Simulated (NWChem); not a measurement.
System: C4H5, doublet; SMILES C=CC=[CH]

Here is an NWChem input.

```
start job
memory heap 200 mb stack 900 mb global 1100 mb
geometry units angstroms noautosym nocenter noautoz
  C     -0.059780     1.930971     0.000000
  C      0.416429     0.698124     0.000000
  C     -0.398450    -0.523360     0.000000
  C      0.116089    -1.760988     0.000000
  H     -1.031522     2.409813     0.000000
  H      1.499344     0.546655     0.000000
  H     -1.478711    -0.386132     0.000000
  H      1.190273    -1.932159     0.000000
  H     -0.519069    -2.641697     0.000000
end
basis spherical
  * library 6-31g*
end
dft
  odft
  mult 2
  xc pbe0
  iterations 150
end
cosmo
  do_cosmo_smd true
  solvent benzene
end
task dft energy
```

NWChem printed, in part:

```
             Northwest Computational Chemistry Package (NWChem) 7.3.0
             --------------------------------------------------------

                             Geometry "geometry" -> ""
                             -------------------------

 Output coordinates in angstroms (scale by  1.889725989 to convert to a.u.)

  No.       Tag          Charge          X              Y              Z
 ---- ---------------- ---------- -------------- -------------- --------------
    1 C                    6.0000    -0.05978000     1.93097100     0.00000000
    2 C                    6.0000     0.41642900     0.69812400     0.00000000
    3 C                    6.0000    -0.39845000    -0.52336000     0.00000000
    4 C                    6.0000     0.11608900    -1.76098800     0.00000000
    5 H                    1.0000    -1.03152200     2.40981300     0.00000000
    6 H                    1.0000     1.49934400     0.54665500     0.00000000
    7 H                    1.0000    -1.47871100    -0.38613200     0.00000000
    8 H                    1.0000     1.19027300    -1.93215900     0.00000000
    9 H                    1.0000    -0.51906900    -2.64169700     0.00000000

 Effective nuclear repulsion energy (a.u.)      96.5281212186

                                 NWChem DFT Module
                                 -----------------

 Summary of "ao basis" -> "ao basis" (spherical)
 ------------------------------------------------------------------------------
       Tag                 Description            Shells   Functions and Types
 ---------------- ------------------------------  ------  ---------------------
 C                           6-31g*                  6       14   3s2p1d
 H                           6-31g*                  2        2   2s

 in cosmo_initialize ...
 calling solv_data for solv:benzene

 solvent parameters
 solvname_short: benzene
 solvname_long:  benzene
 dielec:        2.2706
 dielecinf:     2.2533
 nonaqueous SMD model solvent descriptors
 dielec:        2.2706
 sola:          0.0000
 solb:          0.1400
 solc:          1.0000
 solg:         40.6200
 solh:          0.0000
 soln:          1.5011

          ---------------
          -cosmo- solvent
          ---------------
 Cosmo: York-Karplus, doi: 10.1021/jp992097l
 dielectric constant -eps-     =   2.27
 screen = (eps-1)/(eps    )    =   0.55959
 surface charge correction     = lagrangian

   van der Waals surface
 --------------------------

 ---------- ATOMIC COORDINATES (A.U.) ------------ VDWR(ANG.) --
     1   -0.11296782    3.64900608    0.00000000     1.850
     2    0.78693670    1.31926307    0.00000000     1.850
     3   -0.75296132   -0.98900699    0.00000000     1.850
     4    0.21937640   -3.32778479    0.00000000     1.850
     5   -1.94929393    4.55388625    0.00000000     1.200
     6    2.83334932    1.03302816    0.00000000     1.200
     7   -2.79435861   -0.72968368    0.00000000     1.200
     8    2.24928982   -3.65125108    0.00000000     1.200
     9   -0.98089818   -4.99208347    0.00000000     1.200
 number of segments per atom =        128
 number of   points per atom =        128
 atom (   nspa,  nppa )
 ----------------------
    1 (     82,     0 )       0
    2 (     48,     0 )       0
    3 (     46,     0 )       0
    4 (     68,     0 )       0
    5 (     54,     0 )       0
    6 (     54,     0 )       0
    7 (     54,     0 )       0
    8 (     52,     0 )       0
    9 (     54,     0 )       0
 number of -cosmo- surface points =      512
 molecular surface =     98.527 angstrom**2
 molecular volume  =     75.634 angstrom**3
 -lineq- algorithm             =   0
 -bem- low  level              =   3
 -bem- from -octahedral-
 gaussian surface charge width =   4.50000
 degree of switching           =   1.00000
 switching function tolerance  =   0.00010
 atomic radii =
 --------------
    1  6.000  1.850
    2  6.000  1.850
    3  6.000  1.850
    4  6.000  1.850
    5  1.000  1.200
    6  1.000  1.200
    7  1.000  1.200
    8  1.000  1.200
    9  1.000  1.200
 ...... end of -cosmo- initialization ......

[...]

                                COSMO-SMD solvation results
                                ---------------------------

             internal energy in gas <Psi(g)|H|Psi(g)> =      -155.101760994801
         internal energy in solvent <Psi(s)|H|Psi(s)> =      -155.101549679409
                               delta internal energy  =         0.000211315392 (    0.13 kcal/mol)
   total free energy in solvent <Psi(s)|H+V/2|Psi(s)> =      -155.104980949166
 polarization energy contribution <Psi(s)|V/2|Psi(s)> =        -0.003431269757 (   -2.15 kcal/mol)
    total free energy in solvent including G(SMD-CDS) =      -155.105767668736
                       G(SMD-CDS) energy contribution =        -0.000786719569 (   -0.49 kcal/mol)
     1 M fixed-concentration free energy of solvation =        -0.004006673934 (   -2.51 kcal/mol)

                    DFT Final Alpha Molecular Orbital Analysis
                    ------------------------------------------

 Vector   13  Occ=1.000000D+00  E=-3.417705D-01
              MO Center=  1.6D-02,  2.3D-01,  4.9D-11, r^2= 2.4D+00
   Bfn.  Coefficient  Atom+Function         Bfn.  Coefficient  Atom+Function
  ----- ------------  ---------------      ----- ------------  ---------------
    19      0.319319  2 C  pz                33      0.312693  3 C  pz
     5      0.261104  1 C  pz                23      0.199986  2 C  pz
    37      0.200868  3 C  pz                47      0.200044  4 C  pz
     9      0.163568  1 C  pz                51      0.128997  4 C  pz

 Vector   14  Occ=1.000000D+00  E=-2.556227D-01
              MO Center=  1.2D-01,  1.7D+00, -1.6D-09, r^2= 2.0D+00
   Bfn.  Coefficient  Atom+Function         Bfn.  Coefficient  Atom+Function
  ----- ------------  ---------------      ----- ------------  ---------------
     3      0.403483  1 C  px                 4      0.359210  1 C  py
     8      0.345723  1 C  py                 7      0.281410  1 C  px
     6      0.205704  1 C  s                 34      0.184068  3 C  s
    32      0.172966  3 C  py                58     -0.150403  5 H  s
    18     -0.135849  2 C  py                59     -0.121066  6 H  s

 Vector   15  Occ=1.000000D+00  E=-2.520115D-01
              MO Center= -1.8D-02,  8.5D-02,  1.1D-09, r^2= 3.5D+00
   Bfn.  Coefficient  Atom+Function         Bfn.  Coefficient  Atom+Function
  ----- ------------  ---------------      ----- ------------  ---------------
     5      0.355528  1 C  pz                47     -0.321616  4 C  pz
     9      0.274777  1 C  pz                33     -0.270259  3 C  pz
    51     -0.257246  4 C  pz                19      0.199621  2 C  pz
    37     -0.195752  3 C  pz                23      0.137189  2 C  pz

 Vector   16  Occ=0.000000D+00  E=-2.312652D-02
              MO Center=  4.4D-02, -6.3D-02, -6.4D-10, r^2= 3.8D+00
   Bfn.  Coefficient  Atom+Function         Bfn.  Coefficient  Atom+Function
  ----- ------------  ---------------      ----- ------------  ---------------
    51      0.468685  4 C  pz                 9      0.415036  1 C  pz
    47      0.362117  4 C  pz                 5      0.336698  1 C  pz
    23     -0.321624  2 C  pz                37     -0.298983  3 C  pz
    19     -0.262167  2 C  pz                33     -0.238888  3 C  pz
    39     -0.029309  3 C  d -1              25      0.025356  2 C  d -1

 Vector   17  Occ=0.000000D+00  E= 8.828314D-02
              MO Center=  3.4D-02,  8.7D-02,  2.4D-10, r^2= 3.1D+00
   Bfn.  Coefficient  Atom+Function         Bfn.  Coefficient  Atom+Function
  ----- ------------  ---------------      ----- ------------  ---------------
    23      0.691078  2 C  pz                37     -0.670058  3 C  pz
    51      0.468483  4 C  pz                 9     -0.461537  1 C  pz
    19      0.385944  2 C  pz                33     -0.377647  3 C  pz
     5     -0.216112  1 C  pz                47      0.208278  4 C  pz

 Vector   18  Occ=0.000000D+00  E= 1.308850D-01
              MO Center=  2.8D-01,  5.1D-01, -3.7D-10, r^2= 6.2D+00
   Bfn.  Coefficient  Atom+Function         Bfn.  Coefficient  Atom+Function
  ----- ------------  ---------------      ----- ------------  ---------------
    60     -1.136387  6 H  s                 58      1.059925  5 H  s
    64     -0.881685  8 H  s                  6     -0.813635  1 C  s
    62      0.675338  7 H  s                 48      0.584475  4 C  s
    20      0.581262  2 C  s                 21      0.565884  2 C  px
    49      0.390478  4 C  px                 7      0.308181  1 C  px

                     DFT Final Beta Molecular Orbital Analysis
                     -----------------------------------------

 Vector   12  Occ=1.000000D+00  E=-3.696374D-01
              MO Center= -9.3D-02, -7.9D-01,  2.2D-11, r^2= 2.8D+00
   Bfn.  Coefficient  Atom+Function         Bfn.  Coefficient  Atom+Function
  ----- ------------  ---------------      ----- ------------  ---------------
    31      0.306635  3 C  px                45     -0.273507  4 C  px
    17     -0.230692  2 C  px                61     -0.222716  7 H  s
    62     -0.206075  7 H  s                 63     -0.184946  8 H  s
    64     -0.177658  8 H  s                 65      0.146770  9 H  s
    49     -0.129159  4 C  px                60     -0.129288  6 H  s

 Vector   13  Occ=1.000000D+00  E=-3.398345D-01
              MO Center=  3.1D-02,  3.7D-02, -1.5D-11, r^2= 2.3D+00
   Bfn.  Coefficient  Atom+Function         Bfn.  Coefficient  Atom+Function
  ----- ------------  ---------------      ----- ------------  ---------------
    19      0.337295  2 C  pz                33      0.316578  3 C  pz
    47      0.227103  4 C  pz                23      0.221931  2 C  pz
     5      0.200874  1 C  pz                37      0.199580  3 C  pz
    51      0.150517  4 C  pz                 9      0.116250  1 C  pz

[...]
```

Level: PBE0/6-31G* (spherical d), spin-unrestricted, SMD on the gas-phase geometry. In the optimisation the excess spin sits in a' (Cs, its own frame). The geometry was optimised at B3LYP/6-31G* (spherical d), spin-unrestricted. No stability test was run on the SCF state. Solvent: benzene.
